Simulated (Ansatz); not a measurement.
Mulliken charges of `OB[SiH2][ZnH]` from PBE/def2-TZVPP in Ansatz (PBE0-D4/def2-TZVP geometry).

```
atom   x (Å)   y (Å)   z (Å)  charge (e)
  O1   0.471   0.963  -1.891      -0.202
  B2   0.707   0.886  -0.560       0.086
 Si3   0.393  -0.853   0.407       0.091
 Zn4  -1.813  -0.870   1.307       0.092
  H5   0.609   1.842  -2.255       0.204
  H6   1.044   1.882   0.033      -0.030
  H7   1.364  -0.984   1.536      -0.065
  H8   0.573  -2.040  -0.482      -0.064
  H9  -3.260  -0.873   1.889      -0.112
```

Task: By hand: the dipole of these point charges (1 e Å = 4.8032 D).

Result: Σ q r = (0.167, 0.336, -0.250) e Å, of length 0.451 e Å = 2.17 D.

Task: How does the dipole of the full density compare? (An estimate is asked.)

Result: The calculation gave: (0.050, 0.327, -0.162) e Å, 1.77 D; the point charges give 1.23 times that, at 17° from its direction.

Point charges leave out the atoms' own dipoles, such as those of lone pairs, and Mulliken's split depends on the basis, so the two needn't agree.
